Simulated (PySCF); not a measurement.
## Dipole response of Se⁻ (selenium, charge -1)

[Ar] 3d10 4s2 4p5, 2P determinant. Computed with PySCF 2.14 in def2-QZVPPD, with the non-relativistic Hamiltonian (point nucleus). Coupled (time-dependent) response in atomic units; α is the mean over directions.

```tsv
method	mean α (bohr³)	α xx, yy, zz	C₆ (like pair)	S(−4)
UHF	55.94	44.91, 61.45, 61.45	665.2	985.7
```

S(−4) is the Cauchy moment in α(ω) = α(0) + S(−4) ω² + …

Spin-orbit coupling is absent.

α(iu) at UHF:

```json
{"u (hartree)": "0", "α(iu) (bohr³)": "55.94"}
{"u (hartree)": "0.0500", "α(iu) (bohr³)": "53.63"}
{"u (hartree)": "0.100", "α(iu) (bohr³)": "48.14"}
{"u (hartree)": "0.200", "α(iu) (bohr³)": "35.77"}
{"u (hartree)": "0.300", "α(iu) (bohr³)": "26.19"}
{"u (hartree)": "0.500", "α(iu) (bohr³)": "15.07"}
{"u (hartree)": "0.750", "α(iu) (bohr³)": "8.733"}
{"u (hartree)": "1.00", "α(iu) (bohr³)": "5.679"}
{"u (hartree)": "1.50", "α(iu) (bohr³)": "2.986"}
{"u (hartree)": "2.00", "α(iu) (bohr³)": "1.877"}
{"u (hartree)": "3.00", "α(iu) (bohr³)": "0.9870"}
{"u (hartree)": "5.00", "α(iu) (bohr³)": "0.4541"}
```

For an ion, C₆ is the dispersion term alone; charge-induced terms of lower order in 1/R come first.

The components differ because the open shell of this determinant is not spherical; for a pure term their mean is the scalar polarisability.
